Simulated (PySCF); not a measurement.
Au2, singlet, geometry from GFN2-xTB (such geometries of metal compounds can be far from the true shape) (core potentials on Au); R2SCAN/def2-SVP (PySCF).

Input for PySCF:
```python
from pyscf import gto, scf, dft

mol = gto.M(
    atom='''
Au   -0.00000000   -0.00000000   -1.24843889
Au    0.00000000    0.00000000    1.24843889
''',
    basis='def2-svp',
    ecp={'Au': 'def2-svp'},
    verbose=4,
)

mf = dft.UKS(mol)
mf.xc = 'r2scan'
mf.kernel()
mf.analyze()
```

The log (banner, timings and long lists left out):

```
PySCF version 2.14.0

[INPUT] verbose = 4
[INPUT] num. atoms = 2
[INPUT] num. electrons = 38
[INPUT] charge = 0
[INPUT] spin (= nelec alpha-beta = 2S) = 0
[INPUT] symmetry False subgroup None
[INPUT] Mole.unit = angstrom
[INPUT] Symbol           X                Y                Z      unit          X                Y                Z       unit  Magmom
[INPUT]  1 Au     0.000000000000   0.000000000000  -1.248438890000 AA    0.000000000000   0.000000000000  -2.359207585356 Bohr   0.0
[INPUT]  2 Au     0.000000000000   0.000000000000   1.248438890000 AA    0.000000000000   0.000000000000   2.359207585356 Bohr   0.0

nuclear repulsion = 76.5087401042593
number of shells = 24
number of NR pGTOs = 114
number of NR cGTOs = 64
basis = def2-svp
ecp = {'Au': 'def2-svp'}

******** <class 'pyscf.dft.uks.UKS'> ********
method = UKS
initial guess = minao
damping factor = 0
level_shift factor = 0
DIIS = <class 'pyscf.scf.diis.CDIIS'>
diis_start_cycle = 1
diis_space = 8
diis_damp = 0
SCF conv_tol = 1e-09
SCF conv_tol_grad = None
SCF max_cycles = 50
direct_scf = True
direct_scf_tol = 1e-13
number electrons alpha = 19  beta = 19
XC library pyscf.dft.libxc version 7.1.2
    S. Lehtola, C. Steigemann, M. J. T. Oliveira, and M. A. L. Marques,  SoftwareX 7, 1–5 (2018)
XC functionals = r2scan
    J. W. Furness, A. D. Kaplan, J. Ning, J. P. Perdew, and J. Sun,  J. Phys. Chem. Lett. 11, 8208–8215 (2020)
    J. W. Furness, A. D. Kaplan, J. Ning, J. P. Perdew, and J. Sun,  J. Phys. Chem. Lett. 11, 9248–9248 (2020)
    J. W. Furness, A. D. Kaplan, J. Ning, J. P. Perdew, and J. Sun,  J. Phys. Chem. Lett. 11, 8208–8215 (2020)
    J. W. Furness, A. D. Kaplan, J. Ning, J. P. Perdew, and J. Sun,  J. Phys. Chem. Lett. 11, 9248–9248 (2020)
radial grids:
    Treutler-Ahlrichs [JCP 102, 346 (1995); DOI:10.1063/1.469408] (M4) radial grids

becke partition: Becke, JCP 88, 2547 (1988); DOI:10.1063/1.454033
pruning grids: <function nwchem_prune>
grids dens level: 3
symmetrized grids: False
atomic radii adjust function: <function treutler_atomic_radii_adjust>
small_rho_cutoff = 0
Set gradient conv threshold to 3.16228e-05
tot grids = 48616
init E= -247.800863340486
cycle= 1 E= -270.184683795511  delta_E= -22.4  |g|= 1.61  |ddm|= 9.82

cycle= 2 E= -253.653640684127  delta_E= 16.5  |g|= 5.24  |ddm|= 37.6
cycle= 3 E= -271.562754292658  delta_E= -17.9  |g|= 0.214  |ddm|= 37.5
cycle= 4 E= -271.575109430503  delta_E= -0.0124  |g|= 0.192  |ddm|= 0.813
cycle= 5 E= -271.588342548028  delta_E= -0.0132  |g|= 0.0567  |ddm|= 0.22
cycle= 6 E= -271.589540776049  delta_E= -0.0012  |g|= 0.00627  |ddm|= 0.0507
cycle= 7 E= -271.589556530936  delta_E= -1.58e-05  |g|= 0.000434  |ddm|= 0.00585
cycle= 8 E= -271.589556620975  delta_E= -9e-08  |g|= 3.7e-05  |ddm|= 0.000754
cycle= 9 E= -271.589556621604  delta_E= -6.28e-10  |g|= 5.49e-06  |ddm|= 6.82e-05
Extra cycle  E= -271.589556621599  delta_E= 4.38e-12  |g|= 7.4e-06  |ddm|= 1.46e-05
converged SCF energy = -271.589556621599  <S^2> = 3.3466563e-12  2S+1 = 1
**** SCF Summaries ****
Total Energy =                        -271.589556621599343
Nuclear Repulsion Energy =              76.508740104259331
One-electron Energy =                 -630.527089060808635
Two-electron Energy =                  282.428792334949947
Two-electron Coulomb Energy =          308.246686299741555
DFT Exchange-Correlation Energy =      -25.817893964791629
**** MO energy ****
                             alpha | beta                alpha | beta
MO #1   energy= -4.08141723463043  | -4.08141719471145  occ= 1 | 1
MO #2   energy= -4.08072175232474  | -4.08072171238622  occ= 1 | 1
MO #3   energy= -2.28319768972769  | -2.28319761726013  occ= 1 | 1
MO #4   energy= -2.27197459923814  | -2.27197452616405  occ= 1 | 1
MO #5   energy= -2.26357362906748  | -2.2635735929205   occ= 1 | 1
MO #6   energy= -2.26357362906747  | -2.2635735929205   occ= 1 | 1
MO #7   energy= -2.26247306128396  | -2.26247302510046  occ= 1 | 1
MO #8   energy= -2.26247306128396  | -2.26247302510046  occ= 1 | 1
MO #9   energy= -0.343463533846855 | -0.343463385905167 occ= 1 | 1
MO #10  energy= -0.302338995260855 | -0.302338969084651 occ= 1 | 1
MO #11  energy= -0.302338995260854 | -0.302338969084645 occ= 1 | 1
MO #12  energy= -0.264735625053664 | -0.264735652054439 occ= 1 | 1
MO #13  energy= -0.264735067725356 | -0.264735094710858 occ= 1 | 1
MO #14  energy= -0.251888366900035 | -0.251888394132638 occ= 1 | 1
MO #15  energy= -0.251887848264689 | -0.25188787550846  occ= 1 | 1
MO #16  energy= -0.24108349745829  | -0.24108358976104  occ= 1 | 1
MO #17  energy= -0.241037247949633 | -0.241037226106327 occ= 1 | 1
MO #18  energy= -0.241037247949629 | -0.241037226106317 occ= 1 | 1
MO #19  energy= -0.238016471587981 | -0.238016411387222 occ= 1 | 1
MO #20  energy= -0.146861673644578 | -0.146861634134396 occ= 0 | 0
MO #21  energy= -0.021180972863572 | -0.0211810028776921 occ= 0 | 0
MO #22  energy= -0.0211809728635668 | -0.0211810028776863 occ= 0 | 0
MO #23  energy= -0.00039313280797959 | -0.000393104706603253 occ= 0 | 0
MO #24  energy= 0.0535017939853604 | 0.0535017563769446 occ= 0 | 0
MO #25  energy= 0.0535017939853684 | 0.0535017563769551 occ= 0 | 0
MO #26  energy= 0.121622740340469  | 0.121622758095771  occ= 0 | 0
MO #27  energy= 0.14622971972073   | 0.146229734758043  occ= 0 | 0

spin_pop of  0 Au 5s       -0.00000
spin_pop of  0 Au 6s       -0.00000
spin_pop of  0 Au 7s       -0.00000
spin_pop of  0 Au 8s        0.00000
spin_pop of  0 Au 9s       -0.00000
spin_pop of  0 Au 10s       -0.00000
spin_pop of  0 Au 5px      -0.00000
spin_pop of  0 Au 5py      -0.00000
spin_pop of  0 Au 5pz       0.00000
spin_pop of  0 Au 6px       0.00000
spin_pop of  0 Au 6py       0.00000
spin_pop of  0 Au 6pz       0.00000
spin_pop of  0 Au 7px      -0.00000
spin_pop of  0 Au 7py      -0.00000
spin_pop of  0 Au 7pz      -0.00000
spin_pop of  0 Au 5dxy      0.00000
spin_pop of  0 Au 5dyz      0.00000
spin_pop of  0 Au 5dz^2     0.00000
spin_pop of  0 Au 5dxz      0.00000
spin_pop of  0 Au 5dx2-y2    0.00000
spin_pop of  0 Au 6dxy      0.00000
spin_pop of  0 Au 6dyz     -0.00000
spin_pop of  0 Au 6dz^2    -0.00000
spin_pop of  0 Au 6dxz     -0.00000
spin_pop of  0 Au 6dx2-y2   -0.00000
spin_pop of  0 Au 5f-3     -0.00000
spin_pop of  0 Au 5f-2      0.00000
spin_pop of  0 Au 5f-1      0.00000
spin_pop of  0 Au 5f+0      0.00000
spin_pop of  0 Au 5f+1     -0.00000
spin_pop of  0 Au 5f+2     -0.00000
spin_pop of  0 Au 5f+3     -0.00000
spin_pop of  1 Au 5s       -0.00000
spin_pop of  1 Au 6s       -0.00000
spin_pop of  1 Au 7s       -0.00000
spin_pop of  1 Au 8s        0.00000
spin_pop of  1 Au 9s       -0.00000
spin_pop of  1 Au 10s       -0.00000
spin_pop of  1 Au 5px      -0.00000
spin_pop of  1 Au 5py      -0.00000
spin_pop of  1 Au 5pz       0.00000
spin_pop of  1 Au 6px       0.00000
spin_pop of  1 Au 6py       0.00000
spin_pop of  1 Au 6pz       0.00000
spin_pop of  1 Au 7px      -0.00000
spin_pop of  1 Au 7py      -0.00000
spin_pop of  1 Au 7pz      -0.00000
spin_pop of  1 Au 5dxy      0.00000
spin_pop of  1 Au 5dyz      0.00000
spin_pop of  1 Au 5dz^2     0.00000
spin_pop of  1 Au 5dxz      0.00000
spin_pop of  1 Au 5dx2-y2    0.00000
spin_pop of  1 Au 6dxy      0.00000
spin_pop of  1 Au 6dyz     -0.00000
spin_pop of  1 Au 6dz^2    -0.00000
spin_pop of  1 Au 6dxz     -0.00000
spin_pop of  1 Au 6dx2-y2   -0.00000
spin_pop of  1 Au 5f-3     -0.00000
spin_pop of  1 Au 5f-2      0.00000
spin_pop of  1 Au 5f-1      0.00000
spin_pop of  1 Au 5f+0      0.00000
spin_pop of  1 Au 5f+1     -0.00000
spin_pop of  1 Au 5f+2     -0.00000
spin_pop of  1 Au 5f+3     -0.00000
In total            19.00000 | 19.00000
Dipole moment(X, Y, Z, Debye):  0.00000,  0.00000, -0.00000
```
